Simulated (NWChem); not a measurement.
Species: ZnH2S; SMILES [SH][ZnH]

```xyz
4

Zn     0.1889    -0.6483     0.0000
H      0.2718    -2.1834     0.0000
S      0.0886     1.5337     0.0000
H     -1.2643     1.5305     0.0000
```
Atoms are numbered in this order, from 1.

Level: PBE0/def2-SVP (NWChem), optimised geometry, unscaled harmonic frequencies. 

Question: List the harmonic frequencies with IR intensities, and the thermochemistry.

Answer: 
```csv
frequency (cm⁻¹),IR intensity (km/mol)
393,30.8
406,89.2
430,87.0
622,8.0
1886,142.6
2703,1.5
```

```
Item                                                                                Value
-----------------------------------------------------------------------  ----------------
zero-point energy                                                            9.2 kcal/mol
thermal correction to the enthalpy at 298.15 K (with zero-point energy)     12.2 kcal/mol
heat capacity Cv                                                         11.3 cal/(mol K)
entropy at 298.15 K and 1 atm (symmetry number 1)                        64.3 cal/(mol K)
dipole moment                                                                      1.51 D
```

Rigid rotor and harmonic oscillator.
